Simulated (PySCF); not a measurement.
Gas-phase thermal properties of SnBr2

Computed with PySCF (xtb for GFN2) and rigid-rotor harmonic-oscillator thermochemistry at 1 bar. All species are closed-shell singlets. Sn: scalar-relativistic def2 core potential, no spin-orbit coupling. Br: all electrons, no relativistic terms. The harmonic model lacks anharmonicity and excited electronic states, which grow with temperature; levels with a mode under 35 cm⁻¹ are left out. Soft modes under 120 cm⁻¹ make the harmonic entropy rough for SnBr2.

```csv
level,point group,σ,ZPE (kJ/mol),S°298 (J/mol/K),Cp298 (J/mol/K),S°1000 (J/mol/K),H1000 − H298 (kJ/mol)
GFN2-xTB,C2v,2,3.2,330.4,56.5,400.1,40.5
PBE/def2-SVP,C2v,2,3.2,330.6,56.4,400.2,40.5
PBE0/def2-TZVP,C2v,2,3.4,329.0,56.3,398.6,40.4
```
σ: rotational symmetry number. Electronic degeneracy used: 1. Frequencies are unscaled.
